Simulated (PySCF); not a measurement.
**Spinor energies of Pb(79+) (lead, charge +79)**

Start: [He] 2s1; 2s1/2 filled at m_j = +1/2. Calculated with PySCF 2.14 in an uncontracted even-tempered set (16 s from 73 bohr⁻², ratio 2.4; 13 p from 94 bohr⁻², ratio 2.4; 5 d from 290 bohr⁻², ratio 2.6; 4 f from 440 bohr⁻², ratio 2.6): generalised Hartree-Fock with the X2C-1e Hamiltonian and a Gaussian nucleus; one run each with spin-orbit coupling (SO) switched off, then screened by Boettger's factors.

| spinor shell | electrons | ε, spin-free (eV) | ε, screened SO (eV) | weight of nominal j (screened SO) | rms radius, screened SO (bohr) |
| --- | --- | --- | --- | --- | --- |
| 1s1/2 | 2 | -99240.1 | -99240.1 | 1.000 | 0.0180 |
| 2s1/2 | 1 | -24976.2 | -24976.2 | 1.000 | 0.0698 |

| quantity | spin-free | screened SO |
| --- | --- | --- |
| E (hartree) | -8314.82392 | -8314.82392 |
| M_J | 1/2 | 1/2 |
| ⟨J²⟩ | 0.750 | 0.750 |
| ⟨L²⟩ | 0.000 | 0.000 |
| ⟨S²⟩ | 0.750 | 0.750 |

Each row is a mean over spinors that exchange with the open shell spreads, by up to 84.642 eV (1s1/2).

Breit and QED terms are absent; they matter most for the inner s and p1/2 levels.

Densities and radii are taken from the X2C orbitals without a picture-change correction, which distorts them close to the nucleus.

Without spin-orbit coupling the j labels of p, d and f shells carry no meaning; the spin-free column gives the mean over the occupied spinors of each nl shell.
